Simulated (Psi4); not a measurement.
F3MoO (SMILES [O]=[Mo+]([F])([F])[F]), charge +1, singlet, geometry from GFN2-xTB (such geometries of metal compounds can be far from the true shape) (the multiplicity is a formal guess) (core potentials on Mo); M06-2X/def2-SVP run with Psi4.

Input for Psi4:
```
memory 2 GB

molecule mol {
1 1
Mo    0.010061    0.005173   -0.011636
O     1.014249    0.521513   -1.172991
F     0.937270   -0.852367    1.142779
F    -1.156663   -1.013186   -0.739280
F    -0.729115    1.377843    0.693462
}

set {
  basis def2-svp
  reference rks
}

energy('m06-2x')
print_variables()
```

The log (banner, timings and long lists left out):

```
   => Loading Basis Set <=

    Name: DEF2-SVP
    Role: ORBITAL
    Keyword: BASIS

    !!!  WARNING: ECP capability is in beta. Please check occupations closely.  !!!

         ---------------------------------------------------------
                                   SCF
               by Justin Turney, Rob Parrish, Andy Simmonett
                          and Daniel G. A. Smith
                              RKS Reference
         ---------------------------------------------------------

  ==> Geometry <==

    Molecular point group: c1
    Full point group: C1

    Geometry (in Angstrom), charge = 1, multiplicity = 1:

       Center              X                  Y                   Z               Mass
    ------------   -----------------  -----------------  -----------------  -----------------
         MO           0.014814108266     0.007617128539    -0.017132862046    97.905404820000
         O            1.019002108266     0.523957128539    -1.178487862046    15.994914619570
         F            0.942023108266    -0.849922871461     1.137282137954    18.998403162730
         F           -1.151909891734    -1.010741871461    -0.744776862046    18.998403162730
         F           -0.724361891734     1.380287128539     0.687965137954    18.998403162730

  Running in c1 symmetry.

  Rotational constants: A =      0.12656  B =      0.12656  C =      0.11158 [cm^-1]
  Rotational constants: A =   3794.29010  B =   3794.28846  C =   3344.97536 [MHz]
  Nuclear repulsion =  241.523718398835030

  Charge       = 1
  Multiplicity = 1
  Electrons    = 48
  Nalpha       = 24
  Nbeta        = 24

  ==> Algorithm <==

  SCF Algorithm Type is DF.
  DIIS enabled.
  MOM disabled.
  Fractional occupation disabled.
  Guess Type is SAD.
  Energy threshold   = 1.00e-06
  Density threshold  = 1.00e-06
  Integral threshold = 1.00e-12

  ==> Primary Basis <==

  Basis Set: DEF2-SVP
    Blend: DEF2-SVP
    Number of shells: 35
    Number of basis functions: 87
    Number of Cartesian functions: 96
    Spherical Harmonics?: true
    Max angular momentum: 3

  Core potential: DEF2-SVP
    Number of shells: 4
    Number of ECP primitives: 14
    Number of ECP core electrons: 28
    Max angular momentum: 3

  ==> DFT Potential <==

   => LibXC <=

    Version 7.1.2
    S. Lehtola, C. Steigemann, M. J. T. Oliveira, and M. A. L. Marques,  SoftwareX 7, 1–5 (2018) (10.1016/j.softx.2017.11.002)

   => Composite Functional: M06-2X <=

    Hybrid M06-2X Meta-GGA XC Functional  (10.1007/s00214-007-0310-x)
    Y. Zhao and D. G. Truhlar,  Theor. Chem. Acc., 120, 215, 2008

    Deriv               =              1
    GGA                 =           TRUE
    Meta                =           TRUE

    Exchange Hybrid     =           TRUE
    MP2 Hybrid          =          FALSE

   => Exchange Functionals <=

    1.0000   XC_HYB_MGGA_X_M06_2X

   => Exact (HF) Exchange <=

    0.5400               HF

   => Correlation Functionals <=

    1.0000   XC_MGGA_C_M06_2X

   => LibXC Density Thresholds  <==

    XC_MGGA_C_M06_2X:  1.00E-12
    XC_HYB_MGGA_X_M06_2X:  1.00E-15

   => Molecular Quadrature <=

    Radial Scheme          =       TREUTLER
    Pruning Scheme         =           NONE
    Nuclear Scheme         =       TREUTLER

    Blocking Scheme        =         OCTREE
    BS radius alpha        =              1
    Pruning alpha          =              1
    Radial Points          =             75
    Spherical Points       =            302
    Total Points           =         109313
    Total Blocks           =            879
    Max Points             =            256
    Max Functions          =             85
    Weights Tolerance      =       1.00E-15

   => Loading Basis Set <=

    Name: (DEF2-SVP AUX)
    Role: JKFIT
    Keyword: DF_BASIS_SCF

  ==> Integral Setup <==

  SCF_SUBTYPE=INCORE selected. In-core MEM_DF algorithm will be used.
  Using in-core AOs.

  ==> MemDFJK: Density-Fitted J/K Matrices <==

    J tasked:                   Yes
    K tasked:                   Yes
    wK tasked:                   No
    Algorithm:                 Core
    Schwarz Cutoff:           1E-12
    Mask sparsity (%):       1.6383
    Fitting Condition:        1E-10

   => Auxiliary Basis Set <=

  Basis Set: (DEF2-SVP AUX)
    Blend: DEF2-UNIVERSAL-JKFIT
    Number of shells: 149
    Number of basis functions: 563
    Number of Cartesian functions: 756
    Spherical Harmonics?: true
    Max angular momentum: 6

  Minimum eigenvalue in the overlap matrix is 1.3523644671E-02.
  Reciprocal condition number of the overlap matrix is 3.4815514847E-03.
    Using symmetric orthogonalization.

  ==> Pre-Iterations <==

  SCF Guess: Superposition of Atomic Densities via on-the-fly atomic UHF (no occupation information).

   -------------------------
    Irrep   Nso     Nmo
   -------------------------
     A         87      87
   -------------------------
    Total      87      87
   -------------------------

  ==> Iterations <==

                           Total Energy        Delta E     RMS |[F,P]|

   @DF-RKS iter SAD:  -441.88627150654656   -4.41886e+02   0.00000e+00
   @DF-RKS iter   1:  -441.44802667406844    4.38245e-01   1.44366e-02 ADIIS/DIIS
   @DF-RKS iter   2:  -436.01551987078113    5.43251e+00   4.08788e-02 ADIIS/DIIS
   @DF-RKS iter   3:  -442.05501169729666   -6.03949e+00   6.88161e-03 ADIIS/DIIS
   @DF-RKS iter   4:  -442.12414865486778   -6.91370e-02   4.43778e-03 ADIIS/DIIS
   @DF-RKS iter   5:  -442.17744221750269   -5.32936e-02   6.85309e-04 ADIIS/DIIS
   @DF-RKS iter   6:  -442.17870419483307   -1.26198e-03   2.84125e-04 ADIIS/DIIS
   @DF-RKS iter   7:  -442.17893791339452   -2.33719e-04   5.53975e-05 DIIS
   @DF-RKS iter   8:  -442.17894775448923   -9.84109e-06   2.19155e-05 DIIS
   @DF-RKS iter   9:  -442.17895042776405   -2.67327e-06   4.50909e-06 DIIS
   @DF-RKS iter  10:  -442.17895074385132   -3.16087e-07   1.28456e-06 DIIS
   @DF-RKS iter  11:  -442.17895076298686   -1.91355e-08   6.31932e-07 DIIS
  Energy and wave function converged.

  ==> Post-Iterations <==

   Electrons on quadrature grid:
      Ntotal   =   47.9999685305 ; deviation = -3.147e-05

    Orbital Energies [Eh]
    ---------------------

    Doubly Occupied:

       1A    -25.577254     2A    -25.577047     3A    -25.576908
       4A    -20.002457     5A     -3.202055     6A     -2.186340
       7A     -2.184160     8A     -2.184151     9A     -1.610778
      10A     -1.589705    11A     -1.589654    12A     -1.344963
      13A     -0.925719    14A     -0.925631    15A     -0.904134
      16A     -0.903413    17A     -0.903291    18A     -0.848174
      19A     -0.828247    20A     -0.828183    21A     -0.827624
      22A     -0.765959    23A     -0.748212    24A     -0.748187

    Virtual:

      25A     -0.357741    26A     -0.357712    27A     -0.282118
      28A     -0.282076    29A     -0.248293    30A     -0.209858
      31A     -0.122205    32A     -0.122184    33A     -0.115316
      34A     -0.032518    35A      0.094792    36A      0.096603
      37A      0.096633    38A      0.107599    39A      0.107652
      40A      0.157472    41A      0.157563    42A      0.173461
      43A      0.762043    44A      0.840042    45A      0.840066
      46A      0.864898    47A      0.933035    48A      0.937276
      49A      0.937363    50A      0.996741    51A      0.996769
      52A      1.032526    53A      1.101954    54A      1.129977
      55A      1.133371    56A      1.133635    57A      1.229828
      58A      1.238054    59A      1.238176    60A      1.291255
      61A      1.291348    62A      1.308346    63A      1.439985
      64A      1.587473    65A      1.588128    66A      1.659866
      67A      2.379972    68A      2.380358    69A      2.578056
      70A      2.578073    71A      2.704700    72A      2.812772
      73A      2.824833    74A      2.825071    75A      2.840518
      76A      2.840823    77A      2.855662    78A      2.887282
      79A      2.887725    80A      2.951411    81A      2.976310
      82A      2.976349    83A      3.013386    84A      3.013530
      85A      3.016630    86A      3.629362    87A     38.996096

    Final Occupation by Irrep:
              A
    DOCC [    24 ]
    NA   [    24 ]
    NB   [    24 ]

  @DF-RKS Final Energy:  -442.17895076298686

   => Energetics <=

    Nuclear Repulsion Energy =            241.5237183988350296
    One-Electron Energy =               -1103.0032218023477526
    Two-Electron Energy =                 442.1167246600881526
    DFT Exchange-Correlation Energy =     -22.8161720195623339
    Empirical Dispersion Energy =           0.0000000000000000
    VV10 Nonlocal Energy =                  0.0000000000000000
    Total Energy =                       -442.1789507629868581

Computation Completed

Properties will be evaluated at   0.000000,   0.000000,   0.000000 [a0]

Properties computed using the SCF density matrix

 Multipole Moments:

 ------------------------------------------------------------------------------------
     Multipole            Electronic (a.u.)      Nuclear  (a.u.)        Total (a.u.)
 ------------------------------------------------------------------------------------

 L = 1.  Multiply by 2.5417464519 to convert [e a0] to [Debye]
 Dipole X            :         -0.0310965           -0.0922634           -0.1233599
 Dipole Y            :         -0.0156110           -0.0474353           -0.0630463
 Dipole Z            :          0.0355130            0.1067143            0.1422273
 Magnitude           :                                                    0.1985475

 ------------------------------------------------------------------------------------

  Variable Map:
  ----------------------------------------------------------------------------
  "CURRENT ENERGY"              =>    -442.178950762987
  "CURRENT REFERENCE ENERGY"    =>    -442.178950762987
  "DD SOLVATION ENERGY"         =>       0.000000000000
  "DFT FUNCTIONAL TOTAL ENERGY" =>    -442.178950762987
  "DFT TOTAL ENERGY"            =>    -442.178950762987
  "DFT VV10 ENERGY"             =>       0.000000000000
  "DFT XC ENERGY"               =>     -22.816172019562
  "GRID ELECTRONS ALPHA"        =>      23.999984265271
  "GRID ELECTRONS BETA"         =>      23.999984265271
  "GRID ELECTRONS TOTAL"        =>      47.999968530541
  "NUCLEAR REPULSION ENERGY"    =>     241.523718398835
  "ONE-ELECTRON ENERGY"         =>   -1103.003221802348
  "PCM POLARIZATION ENERGY"     =>       0.000000000000
  "PE ENERGY"                   =>       0.000000000000
  "SCF ITERATION ENERGY"        =>    -442.178950762987
  "SCF ITERATIONS"              =>      11.000000000000
  "SCF TOTAL ENERGY"            =>    -442.178950762987
  "TWO-ELECTRON ENERGY"         =>     442.116724660088
  "XC GRID RADIAL POINTS"       =>      75.000000000000
  "XC GRID SPHERICAL POINTS"    =>     302.000000000000
  "XC GRID TOTAL POINTS"        =>  109313.000000000000

  Array Variable Map:
  ----------------------------------------------------------------------------
  "CURRENT DIPOLE"              =>      -0.123359896206 ... 0.142227290601 1 by 3
  "SCF DIPOLE"                  =>      -0.123359896206 ... 0.142227290601 1 by 3
  "SCF TOTAL ENERGIES"          =>    -441.886271506547 ... -442.178950762987 1 by 12
```
